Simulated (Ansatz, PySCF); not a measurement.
This PySCF input computes a CCSD(T)/cc-pVDZ energy:

```python
from pyscf import gto, scf, mp, cc as ccmod

mol = gto.M(
    atom='''
    B    -0.80708184    0.23355661   -0.04263948
    N     0.70790059   -0.11185525    0.01263700
    H    -1.54209566   -0.74848484   -0.37384746
    H    -1.13051212    1.32525768   -0.32548686
    H    -1.51449509   -0.44506862    0.76568210
    H     0.92283706   -1.07938073    0.26504867
    H     1.19131778    0.49176416    0.68657754
    H     1.15305309    0.07111606   -0.89323561
    ''',
    basis='cc-pvdz',
    charge=1,
    spin=1,
    verbose=4,
)

mf = scf.UHF(mol)
mf.conv_tol = 1e-10
mf.max_cycle = 100
mf.kernel()
mo, _, stable, _ = mf.stability(return_status=True)
if not stable:
    mf.kernel(mf.make_rdm1(mo, mf.mo_occ))
mp2 = mp.MP2(mf, frozen=2).run()
cc = ccmod.CCSD(mf, frozen=2)
cc.max_cycle = 100
cc.kernel()
et = cc.ccsd_t()
print(f'E(CCSD(T)) = {cc.e_tot + et:.9f}')
```

Question: Write an input for the same energy in Ansatz (a program for electronic structure) and say what it gives.

Answer: 
Ansatz 0.2 input:
```yaml
crystal:
  periodic: [false, false, false]
  atoms:
    - {symbol: B, position_ang: [-0.80708184, 0.23355661, -0.04263948]}
    - {symbol: N, position_ang: [0.70790059, -0.11185525, 0.01263700]}
    - {symbol: H, position_ang: [-1.54209566, -0.74848484, -0.37384746]}
    - {symbol: H, position_ang: [-1.13051212, 1.32525768, -0.32548686]}
    - {symbol: H, position_ang: [-1.51449509, -0.44506862, 0.76568210]}
    - {symbol: H, position_ang: [0.92283706, -1.07938073, 0.26504867]}
    - {symbol: H, position_ang: [1.19131778, 0.49176416, 0.68657754]}
    - {symbol: H, position_ang: [1.15305309, 0.07111606, -0.89323561]}
basis:
  gaussian:
    orbitals: cc-pVDZ
total_charge: 1
magnetization: {spin_polarized: true, initial_magnetization: 1}
correlation: {method: ccsd_t, electrons: outside_noble_gas}
```
It gives -82.63231 Eh, and PySCF -82.63231 Eh, a difference of 0.00 mEh.
